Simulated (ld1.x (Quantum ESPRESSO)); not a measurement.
Cr (Z = 24), TM: configuration errors across variants

* Element: chromium (Cr)
* Generator: ld1.x (Quantum ESPRESSO) 7.5
* Type: norm-conserving Troullier–Martins (Kleinman–Bylander form)
* Functional: PBE
* Relativity: scalar-relativistic
* Frozen core: [Ne]
* Valence charge: 14
* Reference configuration: 3s2 3p6 3d5 4s1 4p0
* Partial waves: 3p (bound): rc 1.10 bohr; 3d (bound): rc 1.30 bohr; 4f channel at 0.1 Ry: rc 1.30 bohr; 3s (bound): rc 1.05 bohr
* Local potential: the s channel
* Core correction: none

Occupied shells without a wave of their own: 4s. They enter only through the test configuration that unscreens the potential.

All-electron excitation energies from the reference (eV): (1) 3s2 3p6 3d5 4s0 4p0 6.901; (2) 3s2 3p6 3d4 4s0 4p0 22.953; (3) 3s2 3p6 3d3 4s0 4p0 53.702; (4) 3s2 3p6 3d5.5 4s0.5 4p0 0.726; (5) 3s2 3p6 3d6 4s0 4p0 1.732; (6) 3s2 3p6 3d4 4s2 4p0 -0.100; (7) 3s2 3p6 3d2 4s0 4p0 102.062.

For the base: The 4s level has no wave, so the channel is fitted at the deeper level alone: the likely source of the large errors.

2 further variants failed, have other tests or another functional or relativity, and are left out.

Errors AE − PS in meV (a dash: test not solved or not reliable):

| change | (1) | (2) | (3) | (4) | (5) | (6) | (7) | bound ghosts |
| --- | --- | --- | --- | --- | --- | --- | --- | --- |
| base | -113 | -188 | -263 | -38 | -69 | +116 | -257 | none |
| all radii scaled by about 1.17 (s 1.24, p 1.30, d 1.52, f 1.52 bohr) | -345 | -566 | -794 | -115 | -212 | +348 | -858 | none |
| wave 3p (bound): rc 1.10 bohr becomes 3p (bound): rc 1.70 bohr | -113 | -188 | -266 | -38 | -69 | +116 | -271 | none |
| wave 4f channel at 0.1 Ry: rc 1.30 bohr becomes 4f channel at 5.82 Ry: rc 1.30 bohr | -113 | -188 | -263 | -38 | -69 | +116 | -257 | none |

Q: Give the same row for: wave 3s (bound): rc 1.05 bohr becomes 3s (bound): rc 1.32 bohr.

A: -461, -750, -1071, -154, -284, +460, -1310; bound ghosts: none.
